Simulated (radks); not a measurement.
Trend from K to Kr: ionisation energy by Delta-SCF between NIST ground configurations, and size. All-electron calculation, scalar-relativistic Kohn-Sham, LDA (Slater exchange, Perdew-Wang correlation), spin-polarised, spherical densities, finite nucleus; open shells are filled with parallel spins first; Fermi nuclear charge, rms radius of each element as measured or else 0.836 A^(1/3) + 0.57 fm. Program: a radial shooting solver on a logarithmic mesh with Libxc functionals.

| species | configuration | IE (eV) | NIST (eV) | kind | outermost | <r> outermost (bohr) |
|---|---|---|---|---|---|---|
| K | [Ar] 4s1 | 4.549 | 4.341 | exp. | 4s | 4.82 |
| Ca | [Ar] 4s2 | 6.241 | 6.113 | exp. | 4s | 3.97 |
| Sc | [Ar] 3d1 4s2 | 6.649 | 6.561 | exp. | 4s | 3.74 |
| Ti | [Ar] 3d2 4s2 | 6.936 | 6.828 | exp. | 4s | 3.58 |
| V | [Ar] 3d3 4s2 | 6.249 | 6.746 | exp. | 4s | 3.45 |
| Cr | [Ar] 3d5 4s1 | 7.598 | 6.767 | exp. | 4s | 3.30 |
| Mn | [Ar] 3d5 4s2 | 7.574 | 7.434 | exp. | 4s | 3.25 |
| Fe | [Ar] 3d6 4s2 | 8.162 | 7.902 | exp. | 4s | 3.07 |
| Co | [Ar] 3d7 4s2 | 7.898 | 7.881 | exp. | 4s | 2.94 |
| Ni | [Ar] 3d8 4s2 | 7.271 | 7.640 | exp. | 4s | 2.82 |
| Cu | [Ar] 3d10 4s1 | 8.626 | 7.726 | exp. | 4s | 2.87 |
| Zn | [Ar] 3d10 4s2 | 9.918 | 9.394 | exp. | 4s | 2.63 |
| Ga | [Ar] 3d10 4s2 4p1 | 6.027 | 5.999 | exp. | 4p | 3.34 |
| Ge | [Ar] 3d10 4s2 4p2 | 8.034 | 7.899 | exp. | 4p | 2.84 |
| As | [Ar] 3d10 4s2 4p3 | 9.947 | 9.789 | exp. | 4p | 2.51 |
| Se | [Ar] 3d10 4s2 4p4 | 9.905 | 9.752 | exp. | 4p | 2.34 |
| Br | [Ar] 3d10 4s2 4p5 | 12.112 | 11.814 | exp. | 4p | 2.12 |
| Kr | [Kr] | 14.247 | 14.000 | exp. | 4p | 1.94 |

Reference values: NIST Atomic Spectra Database (measured). Open shells are spherical and high-spin; term and fine-structure splittings are not resolved.
